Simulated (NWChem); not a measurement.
Program: NWChem. System: H5PSi, charge 0, spin multiplicity 1, displaced from the optimised geometry. Level: PBE/cc-pVDZ, spin-restricted.

Input file:

```
start mol
memory heap 200 mb stack 900 mb global 1100 mb
geometry units angstroms nocenter noautoz noautosym
  Si    -1.075030     0.095518     0.224138
  P      1.129043    -0.077212    -0.349040
  H     -1.851635    -0.886898    -0.609590
  H     -1.536129     1.486890    -0.114786
  H     -1.359341    -0.170039     1.678920
  H      1.314979    -1.443124     0.436022
  H      1.563795     0.709923     0.778478
end
basis spherical
  * library cc-pvdz
end
dft
  xc xpbe96 cpbe96
  semidirect memsize 60000000 filesize 0
  iterations 100
end
task dft energy
```

Part of the output:

```
             Northwest Computational Chemistry Package (NWChem) 7.3.0
             --------------------------------------------------------

                                NWChem Input Module
                                -------------------

 Scaling coordinates for geometry "geometry" by  1.889725989
 (inverse scale =  0.529177249)

                             Geometry "geometry" -> ""
                             -------------------------

 Output coordinates in angstroms (scale by  1.889725989 to convert to a.u.)

  No.       Tag          Charge          X              Y              Z
 ---- ---------------- ---------- -------------- -------------- --------------
    1 Si                  14.0000    -1.07503000     0.09551800     0.22413800
    2 P                   15.0000     1.12904300    -0.07721200    -0.34904000
    3 H                    1.0000    -1.85163500    -0.88689800    -0.60959000
    4 H                    1.0000    -1.53612900     1.48689000    -0.11478600
    5 H                    1.0000    -1.35934100    -0.17003900     1.67892000
    6 H                    1.0000     1.31497900    -1.44312400     0.43602200
    7 H                    1.0000     1.56379500     0.70992300     0.77847800

 Effective nuclear repulsion energy (a.u.)      88.6008509036

            Nuclear Dipole moment (a.u.)
            ----------------------------
        X                 Y               Z
 ---------------- ---------------- ----------------
     0.0319250309    -0.2346586144     0.1348810822


 Summary of "ao basis" -> "" (spherical)
 ------------------------------------------------------------------------------
       Tag                 Description            Shells   Functions and Types
 ---------------- ------------------------------  ------  ---------------------
 *                          cc-pvdz                   on all atoms

  pbe96 is a nonlocal functional; adding pw91lda local functional.

                                 NWChem DFT Module
                                 -----------------

 Summary of "ao basis" -> "ao basis" (spherical)
 ------------------------------------------------------------------------------
       Tag                 Description            Shells   Functions and Types
 ---------------- ------------------------------  ------  ---------------------
 Si                         cc-pvdz                  8       18   4s3p1d
 P                          cc-pvdz                  8       18   4s3p1d
 H                          cc-pvdz                  3        5   2s1p

 Summary of "ao basis" -> "ao basis" (spherical)
 ------------------------------------------------------------------------------
       Tag                 Description            Shells   Functions and Types
 ---------------- ------------------------------  ------  ---------------------
 Si                         cc-pvdz                  8       18   4s3p1d
 P                          cc-pvdz                  8       18   4s3p1d
 H                          cc-pvdz                  3        5   2s1p

            General Information
            -------------------
          SCF calculation type: DFT
          Wavefunction type:  closed shell.
          No. of atoms     :     7
          No. of electrons :    34
           Alpha electrons :    17
            Beta electrons :    17
          Charge           :     0
          Spin multiplicity:     1
          Use of symmetry is: off; symmetry adaption is: off
          Maximum number of iterations: 100
[...]
rate(mb/s): 0.00e+00  0.00e+00
------------------------------------------------------------

   convergence    iter        energy       DeltaE   RMS-Dens  Diis-err    time
 ---------------- ----- ----------------- --------- --------- ---------  ------
 d= 0,ls=0.0,diis     1   -633.4848709651 -7.22D+02  8.30D-03  1.79D-01     2.0
 d= 0,ls=0.0,diis     2   -633.4984786365 -1.36D-02  4.40D-03  3.73D-02     2.3
 d= 0,ls=0.0,diis     3   -633.5034184517 -4.94D-03  1.97D-03  1.57D-02     2.5
 d= 0,ls=0.0,diis     4   -633.5065595918 -3.14D-03  4.94D-04  5.98D-04     2.8
 d= 0,ls=0.0,diis     5   -633.5066852681 -1.26D-04  9.21D-05  2.47D-05     3.0
  Resetting Diis
 d= 0,ls=0.0,diis     6   -633.5066900826 -4.81D-06  2.69D-05  2.40D-06     3.3
 d= 0,ls=0.0,diis     7   -633.5066905870 -5.04D-07  1.31D-05  1.27D-07     3.5
 d= 0,ls=0.0,diis     8   -633.5066905648  2.22D-08  7.65D-06  2.21D-07     3.8

         Total DFT energy =     -633.506690564788
      One electron energy =    -1052.451735624534
           Coulomb energy =      375.929490587814
    Exchange-Corr. energy =      -45.585296431640
 Nuclear repulsion energy =       88.600850903572

 Numeric. integr. density =       34.000001538695

     Total iterative time =      3.0s

                       DFT Final Molecular Orbital Analysis
                       ------------------------------------

 Vector   15  Occ=2.000000D+00  E=-3.029144D-01
              MO Center= -9.5D-01,  1.0D-02, -1.1D-01, r^2= 3.5D+00
   Bfn.  Coefficient  Atom+Function         Bfn.  Coefficient  Atom+Function
  ----- ------------  ---------------      ----- ------------  ---------------
    37      0.317483  3 H  s                  9     -0.276267  1 Si py
    42     -0.261550  4 H  s                 38      0.173034  3 H  s
    57      0.163589  7 H  s                 12     -0.148810  1 Si py
    27      0.148615  2 P  py                52     -0.146438  6 H  s
    43     -0.144399  4 H  s                 58      0.106816  7 H  s

 Vector   16  Occ=2.000000D+00  E=-2.868172D-01
              MO Center= -9.2D-02,  1.3D-02, -2.5D-03, r^2= 3.6D+00
   Bfn.  Coefficient  Atom+Function         Bfn.  Coefficient  Atom+Function
  ----- ------------  ---------------      ----- ------------  ---------------
    26     -0.280089  2 P  px                 8      0.257901  1 Si px
    42     -0.203806  4 H  s                 29     -0.197030  2 P  px
    52     -0.190458  6 H  s                 37     -0.155661  3 H  s
    11      0.144243  1 Si px                53     -0.140696  6 H  s
    57     -0.128913  7 H  s                 28     -0.127713  2 P  pz

 Vector   17  Occ=2.000000D+00  E=-2.393536D-01
              MO Center=  8.7D-01, -6.6D-02, -2.8D-01, r^2= 2.9D+00
   Bfn.  Coefficient  Atom+Function         Bfn.  Coefficient  Atom+Function
  ----- ------------  ---------------      ----- ------------  ---------------
    22      0.355806  2 P  s                 28     -0.335935  2 P  pz
    31     -0.322779  2 P  pz                26      0.218798  2 P  px
    29      0.198905  2 P  px                21      0.196348  2 P  s
     8     -0.182766  1 Si px                47      0.153504  5 H  s
    48      0.136935  5 H  s                 11     -0.125588  1 Si px

 Vector   18  Occ=0.000000D+00  E=-2.785313D-02
              MO Center=  9.6D-01, -5.4D-01, -1.1D-02, r^2= 3.5D+00
   Bfn.  Coefficient  Atom+Function         Bfn.  Coefficient  Atom+Function
  ----- ------------  ---------------      ----- ------------  ---------------
    53      1.023906  6 H  s                 30      0.772297  2 P  py
    22     -0.504538  2 P  s                 52      0.323077  6 H  s
    27      0.311490  2 P  py                48      0.278510  5 H  s
    31     -0.237080  2 P  pz                38      0.180732  3 H  s
     4     -0.172893  1 Si s                 13     -0.146340  1 Si pz

 Vector   19  Occ=0.000000D+00  E=-1.229523D-02
              MO Center= -1.5D-01,  2.7D-02,  1.3D-01, r^2= 4.8D+00
   Bfn.  Coefficient  Atom+Function         Bfn.  Coefficient  Atom+Function
  ----- ------------  ---------------      ----- ------------  ---------------
    11      0.895249  1 Si px                29      0.852535  2 P  px
     4      0.796486  1 Si s                 22     -0.539455  2 P  s
    48     -0.332663  5 H  s                 26      0.296959  2 P  px
     8      0.293738  1 Si px                 3      0.239409  1 Si s
    58     -0.222794  7 H  s                 57     -0.113463  7 H  s

 Vector   20  Occ=0.000000D+00  E=-1.067321D-03
              MO Center=  4.7D-01,  1.9D-01,  2.2D-01, r^2= 4.9D+00
   Bfn.  Coefficient  Atom+Function         Bfn.  Coefficient  Atom+Function
  ----- ------------  ---------------      ----- ------------  ---------------
    58     -1.140516  7 H  s                 22      1.080438  2 P  s
    31      0.668029  2 P  pz                48     -0.567877  5 H  s
    11     -0.511020  1 Si px                13      0.431108  1 Si pz
    30      0.390138  2 P  py                43     -0.308472  4 H  s
    57     -0.251100  7 H  s                  4      0.249088  1 Si s

 center of mass
 --------------
 x =   0.08894103 y =  -0.00073435 z =  -0.06952851

 moments of inertia (a.u.)
 ------------------
          54.352049980315          24.209577450567          64.338449523437
          24.209577450567         331.040477988937          -5.145082421371
          64.338449523437          -5.145082421371         320.232280513033

     Multipole analysis of the density
     ---------------------------------

     L   x y z        total         alpha         beta         nuclear
     -   - - -        -----         -----         ----         -------
     0   0 0 0     -0.000000    -17.000000    -17.000000     34.000000

     1   1 0 0     -0.030739     -0.031332     -0.031332      0.031925
     1   0 1 0     -0.003040      0.115810      0.115810     -0.234659
     1   0 0 1      0.250622      0.057871      0.057871      0.134881

     2   2 0 0    -22.895571    -95.566708    -95.566708    168.237844
     2   1 1 0      0.068435      7.075334      7.075334    -14.082232
     2   1 0 1      1.044002     15.647261     15.647261    -30.250519
     2   0 2 0    -21.778398    -21.299026    -21.299026     20.819654
     2   0 1 1      0.095639     -1.223290     -1.223290      2.542219
     2   0 0 2    -23.113790    -23.217232    -23.217232     23.320675

 Task  times  cpu:        3.8s     wall:        3.8s

 Total times  cpu:        3.8s     wall:        3.8s
```
